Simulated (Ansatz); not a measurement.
Basis-set extrapolation for Cl₂FH₃O₂Si₂ (`O[SiH](O)[Si](F)(Cl)Cl`) (PBE0-D4/def2-TZVP geometry, frozen core, Ansatz 0.2.0). Multiplicity 1, RHF reference.

```json
{"": "HF", "def2-TZVPP": "-1748.230120", "def2-QZVPP": "-1748.286361"}
{"": "MP2 correlation", "def2-TZVPP": "-1.329962", "def2-QZVPP": "-1.453789"}
{"": "CCSD(T) correlation", "def2-TZVPP": "-1.429368", "def2-QZVPP": "not run"}
```

Energies in hartree. Use E(X) = E(∞) + A·exp(−7.88·√X) for Hartree–Fock and E(X) = E(∞) + B·X^(−2.97) for correlation, with X = 3 and 4, and add CCSD(T) minus MP2 of the smaller set to the MP2 limit.

What is the CCSD(T) energy at the basis-set limit?

HF limit: -1748.286361 + (-0.056241) × 0.13774 = -1748.29411. MP2 limit: -1.453789 + (-0.123827) × 0.74074 = -1.54551. Higher-order term: -1.429368 − (-1.329962) = -0.09941. Total: -1749.93903 hartree, 733.9 kJ/mol below CCSD(T)/def2-TZVPP.
